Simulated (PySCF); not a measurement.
Consider `C[CH2][Al]([Cl])[CH2]C` (C4H10AlCl). Non-hydrogen atoms are numbered in `[CH3:1][CH2:2][Al:3]([Cl:4])[CH2:5][CH3:6]`.

Energies: M06-2X/def2-TZVP (PySCF, density fitting, integration grid level 3) on PBE0-D3(BJ)/def2-SVP structures. Zero-point and thermal terms (298.15 K, 1 bar) come from unscaled GFN2-xTB harmonic frequencies, with soft modes damped to free rotors in the entropy. These were taken at the GFN2-xTB minima.

Rank these bonds by dissociation enthalpy, weakest first.
A. C2–Al3
B. Al3–Cl4
C. C2–H
D. C1–H
E. C1–C2

A (315 kJ/mol), E (345 kJ/mol), C (381 kJ/mol), D (403 kJ/mol), B (511 kJ/mol).

For C1–C2, what are ΔE (electronic) and ΔG(298 K) of the homolysis?

ΔE = 371 and ΔG = 294 kJ/mol, beside ΔH = 345 kJ/mol. The radicals are CH3• and `[CH2][Al]([Cl])[CH2]C`.

Caveats: spin-orbit coupling is left out of the energies, which matters for open shells on the heavier atoms.
